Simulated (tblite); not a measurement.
Species: C6H4NOSe (doublet state).
Atom-mapped SMILES: `[CH3:1][O:2][c:3]1[se:4][c:5][cH:6][c:7]1[C:8]#[N:9]` (hydrogens: H10, H11, H12 on C1; H13 on C6)
Bond orders are those of one Lewis drawing.

Computed with GFN2-xTB (tblite), gas phase: L-BFGS steps from a force-field or distance-geometry start until the largest atomic force falls under 0.01 eV/Å.

At the end of the run (lengths in Å): Se4–C5 1.861, C3–Se4 1.879, C6–C7 1.455, C7–C8 1.399, C6–H13 1.075, O2–C3 1.337, C1–H10 1.088, C1–O2–C3 119.0°, C3–C7–C8 127.1°, C3–Se4–C5 84.7°, C5–C6–C7 112.8°, C1–O2–C3–Se4 -179°.

Problem. These geometries were met on the way; a selection of coordinates is given. Order them by energy above the end point, lowest first.
A. Se4–C5 1.847, C3–Se4 1.892, C6–C7 1.450, C7–C8 1.399, C6–H13 1.078, O2–C3 1.342, C1–H10 1.090, C1–O2–C3 123.4°, C3–C7–C8 122.6°, C3–Se4–C5 85.6°, C5–C6–C7 112.7°, C1–O2–C3–Se4 -179°
B. Se4–C5 1.873, C3–Se4 1.877, C6–C7 1.450, C7–C8 1.390, C6–H13 1.072, O2–C3 1.335, C1–H10 1.088, C1–O2–C3 121.6°, C3–C7–C8 123.4°, C3–Se4–C5 85.2°, C5–C6–C7 112.5°, C1–O2–C3–Se4 180°
C. Se4–C5 1.884, C3–Se4 1.929, C6–C7 1.475, C7–C8 1.408, C6–H13 1.081, O2–C3 1.336, C1–H10 1.091, C1–O2–C3 125.0°, C3–C7–C8 123.6°, C3–Se4–C5 84.1°, C5–C6–C7 113.0°, C1–O2–C3–Se4 -179°
D. Se4–C5 2.027, C3–Se4 2.021, C6–C7 1.352, C7–C8 1.475, C6–H13 1.121, O2–C3 1.372, C1–H10 1.116, C1–O2–C3 126.4°, C3–C7–C8 119.7°, C3–Se4–C5 79.5°, C5–C6–C7 117.2°, C1–O2–C3–Se4 180°
E. Se4–C5 1.975, C3–Se4 1.984, C6–C7 1.486, C7–C8 1.393, C6–H13 1.067, O2–C3 1.334, C1–H10 1.100, C1–O2–C3 126.7°, C3–C7–C8 124.1°, C3–Se4–C5 81.3°, C5–C6–C7 114.2°, C1–O2–C3–Se4 -179°

Solution. B (0.033 eV), A (0.066 eV), C (0.122 eV), E (0.345 eV), D (0.779 eV).

```json
{"step": "8", "E above end (eV)": "0.033", "rms distance from the end, all atoms (Å)": "0.058", "largest force (eV/Å)": "0.467", "rms shift of all bonds from the end (Å)": "0.005"}
{"step": "5", "E above end (eV)": "0.066", "rms distance from the end, all atoms (Å)": "0.076", "largest force (eV/Å)": "0.438", "rms shift of all bonds from the end (Å)": "0.007"}
{"step": "3", "E above end (eV)": "0.122", "rms distance from the end, all atoms (Å)": "0.086", "largest force (eV/Å)": "0.851", "rms shift of all bonds from the end (Å)": "0.018"}
{"step": "1", "E above end (eV)": "0.345", "rms distance from the end, all atoms (Å)": "0.099", "largest force (eV/Å)": "2.710", "rms shift of all bonds from the end (Å)": "0.045"}
{"step": "0", "E above end (eV)": "0.779", "rms distance from the end, all atoms (Å)": "0.109", "largest force (eV/Å)": "4.795", "rms shift of all bonds from the end (Å)": "0.073"}
```

Rows stand in the order of the answer.
